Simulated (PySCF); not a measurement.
Isomers of C8H12Si, mass 136.071 u with the commonest isotopes. Method used: PySCF 2.14.0, PBE0-D3(BJ)/def2-SVP geometry optimisation, gas phase. One conformer each, none proved a minimum here; rigid rotors.

Task: Order these by rotational constant A, smallest first.
A. `[CH2:1]=[CH:2][Si:3]([CH:4]=[CH2:5])([CH:6]=[CH2:7])[CH:8]=[CH2:9]` with C1–C2–Si3–C4 134°, C2–Si3–C4–C5 -142°, C2–Si3–C6–C7 -132°, C2–Si3–C8–C9 -130°
B. `[SiH3:1][CH2:2][C:3]1=[CH:4][CH:5]=[CH:6][C:7]12[CH2:8][CH2:9]2` with Si1–C2–C3–C4 79°
C. SiHMe2Ph, `[H][Si](C)(C)c1ccccc1`

Result: A (1361 MHz), B (2117 MHz), C (2759 MHz).

Task: Order these by out-of-plane moment Σ m c² = (Ia + Ib − Ic)/2, smallest first.
A. SiHMe2Ph (`[H][Si](C)(C)c1ccccc1`)
B. `[CH2:1]=[CH:2][Si:3]([CH:4]=[CH2:5])([CH:6]=[CH2:7])[CH:8]=[CH2:9]` with C1–C2–Si3–C4 134°, C2–Si3–C4–C5 -142°, C2–Si3–C6–C7 -132°, C2–Si3–C8–C9 -130° (tetravinylsilane)
C. `[SiH3:1][CH2:2][C:3]1=[CH:4][CH:5]=[CH:6][C:7]12[CH2:8][CH2:9]2` with Si1–C2–C3–C4 79°

Result: C (49.04 u·Å²), A (77.91 u·Å²), B (183.83 u·Å²).

Task: Order these by rotational constant C, largest first.
A. `[CH2:1]=[CH:2][Si:3]([CH:4]=[CH2:5])([CH:6]=[CH2:7])[CH:8]=[CH2:9]` with C1–C2–Si3–C4 134°, C2–Si3–C4–C5 -142°, C2–Si3–C6–C7 -132°, C2–Si3–C8–C9 -130°
B. SiHMe2Ph (`[H][Si](C)(C)c1ccccc1`)
C. `[SiH3:1][CH2:2][C:3]1=[CH:4][CH:5]=[CH:6][C:7]12[CH2:8][CH2:9]2` with Si1–C2–C3–C4 79°

Result: A (1033 MHz), C (831.4 MHz), B (765.8 MHz).

```json
{"SMILES": "C=C[Si](C=C)(C=C)C=C", "point group": "C1", "Ia (u·Å²)": "371.39", "Ib (u·Å²)": "485.44", "Ic (u·Å²)": "489.15", "κ": "-0.95", "μa (D)": "0.16", "μb (D)": "0.17", "μc (D)": "0.01"}
{"SMILES": "[H][Si](C)(C)c1ccccc1", "point group": "near Cs", "Ia (u·Å²)": "183.18", "Ib (u·Å²)": "632.60", "Ic (u·Å²)": "659.96", "κ": "-0.97", "μa (D)": "0.04", "μb (D)": "0.55", "μc (D)": "0.14"}
{"SMILES": "[SiH3]CC1=CC=CC12CC2", "point group": "C1", "Ia (u·Å²)": "238.73", "Ib (u·Å²)": "467.24", "Ic (u·Å²)": "607.89", "κ": "-0.61", "μa (D)": "0.26", "μb (D)": "1.10", "μc (D)": "0.53"}
```
